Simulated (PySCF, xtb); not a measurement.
Sn(Br)(OH)3 (BrH₃O₃Sn), SMILES [OH][Sn]([OH])([OH])[Br].

GFN2-xTB (xtb 6.7.1) at its own geometry gives an orbital gap of 3.31 eV and a dipole moment of 3.98 D.

The structure is a stationary point at r2SCAN-D4/def2-SVP. The structure was generated by enumeration; whether it is a known compound was not checked. The def2 effective core potentials stand for the cores of Sn; spin–orbit coupling is left out. One conformer was computed; it need not be the lowest.

Task: What does PBE/def2-TZVP run with PySCF give? (An estimate is asked for; the answer gives what the named calculation found.)

Result: gap 4.11 eV (levels -7.48 and -3.36 eV), dipole 1.32 D.
